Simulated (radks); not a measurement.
All-electron atom: the thulium ion Tm28+ in [Kr] 4d5. Method: scalar-relativistic Kohn-Sham, LDA (Slater exchange, VWN5 correlation), spin-polarised, spherical densities, finite nucleus; open shells are filled with parallel spins first (spin-orbit coupling, left out, can overturn this in heavy ions); Fermi nuclear charge, rms radius 5.2256 fm; computed with a radial shooting solver on a logarithmic mesh with Libxc functionals.

Normalised radial functions P(r) = r R(r), r in bohr:

r         3d down  4p down
0.002327   0.0003   0.0162
0.00303    0.0005   0.0252
0.003914   0.0011   0.0387
0.005056   0.0022   0.0590
0.006584   0.0045   0.0904
0.008505   0.0089   0.1351
0.01099    0.0176   0.1983
0.01431    0.0350   0.2871
0.01848    0.0671   0.3970
0.02387    0.1258   0.5233
0.03108    0.2328   0.6477
0.04015    0.4065   0.7183
0.05186    0.6750   0.6736
0.06753    1.0651   0.4334
0.08724    1.5286  -0.0121
0.1127     1.9858  -0.5717
0.1467     2.2860  -0.9969
0.1895     2.2453  -0.9197
0.2448     1.8274  -0.2033
0.3163     1.1770   0.8633
0.4118     0.5500   1.6363
0.532      0.1807   1.5909
0.6872     0.0372   0.9673
0.8948     0.0039   0.3447
1.156      0.0002   0.0696
1.493      0.0000   0.0067
1.944      0.0000   0.0002
2.511      0.0000   0.0000

3d down: eigenvalue -2436.8 eV, 0 radial nodes, <r> = 0.198 bohr, 90 % of the charge inside 0.307 bohr. 4p down: eigenvalue -1192.6 eV, 2 radial nodes at r = 0.0867, 0.258 bohr, <r> = 0.477 bohr, 90 % of the charge inside 0.683 bohr.
